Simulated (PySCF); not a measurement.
C₂H₄NO (SMILES CC([NH-])=O), charge -1, singlet, at a GFN2-xTB geometry. Base run: MP2/6-311G** run with PySCF.

Here is a job for PySCF.
```python
from pyscf import gto, scf, mp

mol = gto.M(
    atom='''
O     0.44102955    1.19748662    0.47680953
C     0.16163575    0.06201656    0.02088216
N     0.95199448   -0.88773121   -0.38661403
C    -1.33545762   -0.32173137   -0.09676049
H    -1.85084567    0.40012995   -0.73220856
H    -1.43095332   -1.31866720   -0.52101978
H    -1.79883849   -0.29696355    0.89081905
H     1.93137104   -0.59198498   -0.29049862
''',
    basis='6-311g**',
    charge=-1,
    verbose=3,
)

mf = scf.RHF(mol)
mf.kernel()

pt = mp.MP2(mf, frozen=4)
pt.kernel()
print('E(MP2) = %.10f' % pt.e_tot)
```

Each row names what was changed in the base input (with any setting that the change needs).

```tsv
change	basis functions	E (Eh)	MP2 correlation (Eh)	SCF-reference HOMO (eV)	SCF-reference HOMO-LUMO gap (eV)
base	96	-208.08947	-0.66807	-3.19	12.19
basis = STO-3G	24	-204.71263	-0.20225	2.30	15.61
basis = pcseg-0	44	-207.15383	-0.41888	-2.90	13.36
basis = 3-21G	44	-206.58392	-0.40587	-2.26	14.95
basis = 6-31G	44	-207.68162	-0.41480	-2.98	14.69
basis = 6-31G*	___	___	___	-2.95	___
basis = 6-31G**	76	___	___	-2.95	___
basis = def2-SVP	76	-207.83101	-0.62532	-3.07	12.83
basis = pc-1	76	-207.95469	-0.63161	-3.37	12.71
basis = cc-pVDZ	76	___	___	-2.95	___
basis = def2-SVPD	115	-207.90115	-0.66666	-3.73	10.56
basis = 6-311++G**	116	-208.11938	-0.67950	-3.71	8.01
basis = def2-TZVP	148	-208.23457	-0.77444	-3.56	11.87
```

Task: Complete the blanks.

Result: 
- basis = 6-31G*, basis functions: 64
- basis = 6-31G*, E (Eh): -207.95308
- basis = 6-31G*, MP2 correlation (Eh): -0.59351
- basis = 6-31G*, SCF-reference HOMO-LUMO gap (eV): 14.79
- basis = 6-31G**, E (Eh): -207.98793
- basis = 6-31G**, MP2 correlation (Eh): -0.61958
- basis = 6-31G**, SCF-reference HOMO-LUMO gap (eV): 14.78
- basis = cc-pVDZ, E (Eh): -208.00622
- basis = cc-pVDZ, MP2 correlation (Eh): -0.62740
- basis = cc-pVDZ, SCF-reference HOMO-LUMO gap (eV): 12.99

Totals compare only among sets that treat the same electrons; sets with core potentials leave the core out.
